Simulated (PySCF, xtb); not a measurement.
C3H6O2Si, SMILES C#C[Si](C)(O)O.

GFN2-xTB run with xtb at its own geometry gives an orbital gap of 5.66 eV and a dipole moment of 1.18 D.

The structure is a stationary point at B3LYP-D3(BJ)/def2-SVP. The structure was generated by enumeration, and PubChem lists no compound with its InChIKey, so it may never have been made. One conformer was computed; it need not be the lowest.

### Question
What does r2SCAN/def2-TZVP (PySCF) give? (The exact figures need the calculation; the answer reports its results.)

### Answer
gap 6.46 eV (levels -7.20 and -0.73 eV), dipole 0.29 D.
